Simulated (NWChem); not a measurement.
System: SiHCl, singlet; SMILES [SiH]Cl

Input file for NWChem:

```
start job
memory heap 200 mb stack 900 mb global 1100 mb
geometry units angstroms noautoz
  Si    -0.109798    -1.102813     0.000000
  H      1.413583    -1.315825     0.000000
  Cl    -0.011831     0.985160     0.000000
end
basis spherical
  * library def2-svp
end
dft
  xc xpbe96 cpbe96
  iterations 150
  vectors input atomic output neutral.movecs
end
task dft energy
charge 1
dft
  odft
  mult 2
  vectors input atomic output cation.movecs
end
task dft energy
```

NWChem printed, in part:

```
             Northwest Computational Chemistry Package (NWChem) 7.3.0
             --------------------------------------------------------

 CS  symmetry detected

                             Geometry "geometry" -> ""
                             -------------------------

 Output coordinates in angstroms (scale by  1.889725989 to convert to a.u.)

  No.       Tag          Charge          X              Y              Z
 ---- ---------------- ---------- -------------- -------------- --------------
    1 Si                  14.0000    -0.08034568    -1.10415368     0.00000000
    2 H                    1.0000     1.44652882    -1.29048142     0.00000000
    3 Cl                  17.0000    -0.01892290     0.98521370     0.00000000

 Effective nuclear repulsion energy (a.u.)      68.3925021020

      Symmetry information
      --------------------

 Group name             Cs
 Group number              2
 Group order               2
 No. of unique centers     3

  pbe96 is a nonlocal functional; adding pw91lda local functional.

                                 NWChem DFT Module
                                 -----------------

 Summary of "ao basis" -> "ao basis" (spherical)
 ------------------------------------------------------------------------------
       Tag                 Description            Shells   Functions and Types
 ---------------- ------------------------------  ------  ---------------------
 Si                         def2-svp                 8       18   4s3p1d
 H                          def2-svp                 3        5   2s1p
 Cl                         def2-svp                 8       18   4s3p1d

      Symmetry analysis of basis
      --------------------------

        a'         30
        a"         11

            General Information
            -------------------
          SCF calculation type: DFT
          Wavefunction type:  closed shell.
          No. of atoms     :     3
          No. of electrons :    32
           Alpha electrons :    16
            Beta electrons :    16
          Charge           :     0
          Spin multiplicity:     1
          Use of symmetry is: on ; symmetry adaption is: on
          Maximum number of iterations: 150
          AO basis - number of functions:    41
                     number of shells:    19
          Convergence on energy requested:  1.00D-06
          Convergence on density requested:  1.00D-05
          Convergence on gradient requested:  5.00D-04

              XC Information
              --------------
          PerdewBurkeErnzerhof Exchange Functional  1.000
            Perdew 1991 LDA Correlation Functional  1.000 local
           PerdewBurkeErnz. Correlation Functional  1.000 non-local

             Grid Information
             ----------------
          Grid used for XC integration:  medium
          Radial quadrature: Mura-Knowles
          Angular quadrature: Lebedev.
          Tag              B.-S. Rad. Rad. Pts. Rad. Cut. Ang. Pts.
          ---              ---------- --------- --------- ---------
          Si                  1.10       88           7.0       590
          H                   0.35       45           8.0       434
          Cl                  1.00       88           8.0       590
          Grid pruning is: on
          Number of quadrature shells:   221
          Spatial weights used:  Erf1

      Superposition of Atomic Density Guess
      -------------------------------------

 Sum of atomic energies:        -748.56134254

      Non-variational initial energy
      ------------------------------

 Total energy =    -748.711551
 1-e energy   =   -1172.204201
 2-e energy   =     355.100148
 HOMO         =      -0.225902
 LUMO         =      -0.060471

      Symmetry analysis of molecular orbitals - initial
      -------------------------------------------------

  Numbering of irreducible representations:

     1 a'          2 a"

  Orbital symmetries:

     1 a'          2 a'          3 a'          4 a'          5 a'
     6 a"          7 a'          8 a'          9 a'         10 a"
    11 a'         12 a'         13 a'         14 a"         15 a'
    16 a'         17 a"         18 a'         19 a'         20 a'
    21 a'         22 a'         23 a"         24 a'         25 a"
    26 a"

   convergence    iter        energy       DeltaE   RMS-Dens  Diis-err
 ---------------- ----- ----------------- --------- --------- ---------
 d= 0,ls=0.0,diis     1   -749.6647816768 -8.18D+02  2.83D-02  2.76D-01
 d= 0,ls=0.0,diis     2   -749.5746381161  9.01D-02  2.21D-02  6.84D-01
 d= 0,ls=0.0,diis     3   -749.6924337167 -1.18D-01  6.31D-03  4.68D-02
 d= 0,ls=0.0,diis     4   -749.7000102779 -7.58D-03  2.19D-03  3.34D-03
 d= 0,ls=0.0,diis     5   -749.7005620553 -5.52D-04  4.88D-04  1.29D-04
  Resetting Diis
 d= 0,ls=0.0,diis     6   -749.7005876438 -2.56D-05  1.19D-04  1.23D-05
 d= 0,ls=0.0,diis     7   -749.7005905188 -2.88D-06  4.30D-05  4.64D-07
 d= 0,ls=0.0,diis     8   -749.7005903961  1.23D-07  2.79D-05  1.17D-06
 d= 0,ls=0.0,diis     9   -749.7005905998 -2.04D-07  5.26D-06  3.68D-08

         Total DFT energy =     -749.700590599757
      One electron energy =    -1172.850647437204
           Coulomb energy =      403.887876115176
    Exchange-Corr. energy =      -49.130321379690
 Nuclear repulsion energy =       68.392502101961

 Numeric. integr. density =       31.999996012713

                  Occupations of the irreducible representations
                  ----------------------------------------------

                     irrep           alpha         beta
                     --------     --------     --------
                     a'               13.0         13.0
                     a"                3.0          3.0

                       DFT Final Molecular Orbital Analysis
                       ------------------------------------

 Vector   14  Occ=2.000000D+00  E=-3.097902D-01  Symmetry=a"
              MO Center= -2.4D-02,  7.6D-01,  3.0D-16, r^2= 1.5D+00
   Bfn.  Coefficient  Atom+Function         Bfn.  Coefficient  Atom+Function
  ----- ------------  ---------------      ----- ------------  ---------------
    36      0.596339  3 Cl pz                33      0.449210  3 Cl pz
    30      0.262847  3 Cl pz                13      0.155401  1 Si pz
    10      0.126418  1 Si pz                 7     -0.070328  1 Si pz
    15      0.054623  1 Si d -1              38     -0.029355  3 Cl d -1

 Vector   15  Occ=2.000000D+00  E=-2.968465D-01  Symmetry=a'
              MO Center= -1.1D-01,  4.8D-01, -1.3D-15, r^2= 2.2D+00
   Bfn.  Coefficient  Atom+Function         Bfn.  Coefficient  Atom+Function
  ----- ------------  ---------------      ----- ------------  ---------------
    34      0.521081  3 Cl px                31      0.390400  3 Cl px
    35     -0.235457  3 Cl py                 3     -0.231287  1 Si s
    28      0.228207  3 Cl px                32     -0.184945  3 Cl py
     4     -0.147140  1 Si s                  2     -0.137782  1 Si s
     9      0.123395  1 Si py                11      0.108569  1 Si px

 Vector   16  Occ=2.000000D+00  E=-2.125017D-01  Symmetry=a'
              MO Center= -3.7D-02, -8.9D-01, -1.9D-15, r^2= 3.0D+00
   Bfn.  Coefficient  Atom+Function         Bfn.  Coefficient  Atom+Function
  ----- ------------  ---------------      ----- ------------  ---------------
     3      0.369586  1 Si s                  4      0.366510  1 Si s
    34      0.323612  3 Cl px                19     -0.280434  2 H  s
     8     -0.274991  1 Si px                20     -0.267335  2 H  s
    11     -0.239169  1 Si px                31      0.221837  3 Cl px
     2      0.216481  1 Si s                  5      0.144907  1 Si px

 Vector   17  Occ=0.000000D+00  E=-1.374786D-01  Symmetry=a"
              MO Center= -5.5D-02, -9.2D-01, -6.0D-15, r^2= 2.7D+00
   Bfn.  Coefficient  Atom+Function         Bfn.  Coefficient  Atom+Function
  ----- ------------  ---------------      ----- ------------  ---------------
    13      0.667799  1 Si pz                10      0.441376  1 Si pz
    36     -0.308819  3 Cl pz                 7     -0.225613  1 Si pz
    33     -0.185840  3 Cl pz                30     -0.106510  3 Cl pz
    38     -0.040345  3 Cl d -1

 Vector   18  Occ=0.000000D+00  E=-2.204816D-02  Symmetry=a'
              MO Center= -1.3D-01, -1.0D+00, -2.2D-15, r^2= 3.3D+00
   Bfn.  Coefficient  Atom+Function         Bfn.  Coefficient  Atom+Function
  ----- ------------  ---------------      ----- ------------  ---------------
    12      0.957662  1 Si py                35      0.529011  3 Cl py
    27     -0.476816  3 Cl s                  9      0.339100  1 Si py
    11     -0.324893  1 Si px                20      0.296912  2 H  s
    32      0.212138  3 Cl py                26     -0.203992  3 Cl s
     3      0.189674  1 Si s                  6     -0.173597  1 Si py

 Vector   19  Occ=0.000000D+00  E= 3.816805D-02  Symmetry=a'
              MO Center=  3.9D-01, -1.0D+00, -6.9D-15, r^2= 3.6D+00
   Bfn.  Coefficient  Atom+Function         Bfn.  Coefficient  Atom+Function
  ----- ------------  ---------------      ----- ------------  ---------------
    20      1.455766  2 H  s                 11     -1.170283  1 Si px
     4     -0.679496  1 Si s                  3     -0.612465  1 Si s
    35     -0.291060  3 Cl py                 8     -0.271901  1 Si px
    27      0.272415  3 Cl s                  2     -0.235227  1 Si s
    19      0.227484  2 H  s                 12     -0.204817  1 Si py

     Multipole analysis of the density
     ---------------------------------

     L   x y z        total         alpha         beta         nuclear
     -   - - -        -----         -----         ----         -------
     0   0 0 0     -0.000000    -16.000000    -16.000000     32.000000

[...]
```

Level: PBE/def2-SVP, vertical spin-unrestricted ions. Low-valent species are run as closed-shell singlets; no triplet was tried in these runs. All runs use the structure optimised with PBE0/def2-SVP.
